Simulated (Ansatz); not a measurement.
Correlation energies of Cl2IIn, SMILES `[Cl][In]([Cl])[I]` by basis set

Z-matrix (Å, degrees):
```
In
Cl 1 2.302
I 1 2.617 2 121.5
Cl 1 2.302 2 117.0 3 -180.0
```

Total charge 0; spin multiplicity 1. Correlated methods include outer-core shells of I, In, which these sets cover unevenly. In, I: def2 effective core potential. The geometry is a stationary point of PBE0-D4/def2-TZVP. Frozen core, restricted reference, Ansatz.

```json
{"basis": "def2-SVP", "HF (Eh)": "-1404.74155", "MP2 corr.": "-0.45348", "CCSD corr.": "-0.48630", "(T)": "-0.01183", "CCSD(T) total": "-1405.23968"}
{"basis": "def2-TZVPP", "HF (Eh)": "?", "MP2 corr.": "?", "CCSD corr.": "-1.12852", "(T)": "-0.03634", "CCSD(T) total": "?"}
{"basis": "def2-QZVPP", "HF (Eh)": "?", "MP2 corr.": "?", "CCSD corr.": "–", "(T)": "–", "CCSD(T) total": "–"}
```

Task: Fill in the withheld values. (An estimate is asked.)

Result: The calculation gave: def2-TZVPP HF (Eh): -1405.07453; def2-TZVPP MP2 corr.: -1.13581; def2-TZVPP CCSD(T) total: -1406.23939; def2-QZVPP HF (Eh): -1405.10246; def2-QZVPP MP2 corr.: -1.53630.
